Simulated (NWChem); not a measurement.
Molecule: BeHCl; SMILES [BeH][Cl]

All runs: NWChem. Each level has its own optimisation; frequencies are unscaled.

```
level                r Be–H (Å)  r Be–Cl (Å)  highest harmonic frequency (cm⁻¹)  lowest (cm⁻¹)  zero-point energy (kcal/mol)
-------------------  ----------  -----------  ---------------------------------  -------------  ----------------------------
BLYP/def2-SVP             1.327        1.828                               2179              …                           5.7
CAM-B3LYP/def2-SVP        1.321        1.813                               2239            517                           5.8
PBE0/def2-TZVP            1.331        1.803                               2176            527                           5.8
PBE-D3(BJ)/def2-SVP       1.335        1.827                               2158            490                           5.6
```

### Question
Some entries are withheld; supply them.

### Answer

- BLYP/def2-SVP, lowest (cm⁻¹): 503
